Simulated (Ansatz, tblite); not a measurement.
Forces on Na₂Li₃⁺ at its B3LYP/def2-TZVP geometry. The state is a singlet with charge 1.

The xTB rows come from tblite. At r2SCAN/def2-TZVP the restricted singlet is unstable: a solution with broken spin symmetry lies lower. The structure comes from a short search, and lower isomers may exist.

GFN1-xTB (tblite), largest force 0.48 eV/Å:

```xyz
5
positions Å, forces eV/Å
Li   -1.136   -1.114   -0.192    0.343    0.334    0.056
Li    1.010   -0.096    1.231   -0.305    0.029   -0.369
Li    0.120    1.206   -1.039   -0.037   -0.363    0.312
Na    1.860   -1.631   -1.675    0.036   -0.034   -0.034
Na   -1.854    1.634    1.675   -0.038    0.033    0.035
```

GFN2-xTB (tblite), largest force 0.20 eV/Å:

```
Li 0.159 0.123 0.007
Li -0.140 0.025 -0.136
Li -0.017 -0.148 0.129
Na 0.004 -0.019 -0.019
Na -0.006 0.019 0.020
```

r2SCAN/def2-TZVP (Ansatz), largest force 0.11 eV/Å:

```
Li -0.064 -0.058 -0.010
Li 0.063 -0.010 0.072
Li 0.005 0.068 -0.063
Na 0.065 -0.057 -0.058
Na -0.069 0.057 0.059
```
